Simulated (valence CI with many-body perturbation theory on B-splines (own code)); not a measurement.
Results of a calculation; reference values are marked as such.
# Basis-set convergence for Kr23+

Method: valence CI with perturbative core correlation (CI+MBPT): three valence electrons over a frozen Dirac-Fock core [Ne], a basis of 9 s, 9 p, 8 d, 6 f, 3 g, 1 h functions for each j, with the one-electron correlation potential Σ1, the two-electron term Σ2, the three-electron term Σ3, Breit, model QED; selected CI, second order for the rest, scaled by the run's own slope (own B-spline code, finite nucleus).

No measured spectrum was set against this ion. As an estimate, levels of excited configurations hold to 0.05 to 0.15 % of their energy, terms of the ground configuration to about 0.5 %.

The reference run has the lowest level 3s2 3p 2P°_1/2 and an ionisation energy of 1051.09 eV. Its largest variational space holds 8591 state functions.

Names give the largest LS component (configuration and term), which can be under half, so a name can repeat, a term be missing and a line seem to break the LS rules; names also repeat where a configuration has a term twice.

Changed runs:
A. basis 6 s, 6 p, 5 d, 3 f, 1 g
B. basis 5 s, 5 p, 4 d, 2 f

Excitation energies of the reference run in cm⁻¹, and shifts in cm⁻¹:

| Level | Reference | A | B |
| --- | --- | --- | --- |
| 3s2 3p 2P°_3/2 | 97367 | -5.9 | -12 |
| 3s 3p2 4P_1/2 | 411824 | -93 | -298 |
| 3s 3p2 4P_3/2 | 464013 | -119 | -373 |
| 3s 3p2 4P_5/2 | 500414 | -89 | -277 |
| 3s 3p2 2D_3/2 | 579869 | +34 | +102 |
| 3s 3p2 2D_5/2 | 611741 | -0.4 | -6.9 |
| 3s 3p2 2P_1/2 | 658214 | +141 | +443 |
| 3s 3p2 2S_1/2 | 755222 | +165 | +508 |
| 3s 3p2 2P_3/2 | 765475 | +120 | +390 |
| 3s2 3d 2D_3/2 | 843179 | +301 | +975 |
| 3s2 3d 2D_5/2 | 856193 | +302 | +964 |
| 3p3 2D°_3/2 | 1049740 | -18 | -104 |
| Ionisation energy (eV) | 1051.09 | -0.015 | -0.046 |
